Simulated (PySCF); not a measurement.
C$_{4}$H$_{8}$O, singlet, at a GFN2-xTB geometry. Base run: PBE/6-31G run with PySCF.

Here is a job for PySCF.
```python
from pyscf import gto, scf, dft, solvent

mol = gto.M(
    atom='''
C     1.78786346    0.54460960   -0.26647939
C     0.83951259   -0.28602686    0.60204486
C    -0.53832909   -0.29984926   -0.02900577
C    -1.43563260    0.83652021    0.38967670
O    -0.87910135   -1.14642752   -0.81455058
H     2.79116483    0.52513269    0.15203241
H     1.45815961    1.57970869   -0.32267066
H     1.82423961    0.13841277   -1.27441945
H     1.21159444   -1.31018975    0.65534406
H     0.79190770    0.13531277    1.60666461
H    -0.89764646    1.78027411    0.35254759
H    -1.75304288    0.66921555    1.41782381
H    -2.31405228    0.88203116   -0.24833613
''',
    basis='6-31g',
    verbose=4,
)

mf = dft.RKS(mol)
mf.xc = 'pbe'
mf.kernel()
```

Base: dipole (D) 2.84; HOMO-LUMO gap (eV) 3.97.

A changed run: ΔE vs base (kcal/mol) -2.34; dipole (D) 3.19; HOMO-LUMO gap (eV) 4.02.

Name the change that produced these shifts.
A) model = IEF-PCM; solvent = n-hexane; vdw_scale = 1.1
B) model = IEF-PCM; solvent = dimethylsulfoxide
C) model = IEF-PCM; solvent = n-hexane; lebedev_order = 11
D) model = IEF-PCM; solvent = n-hexane; lebedev_order = 41
E) model = IEF-PCM; solvent = methanol

A, model = IEF-PCM; solvent = n-hexane; vdw_scale = 1.1

The base is the gas phase, so ΔE is the electrostatic part of solvation at a fixed geometry, without cavity and dispersion terms.
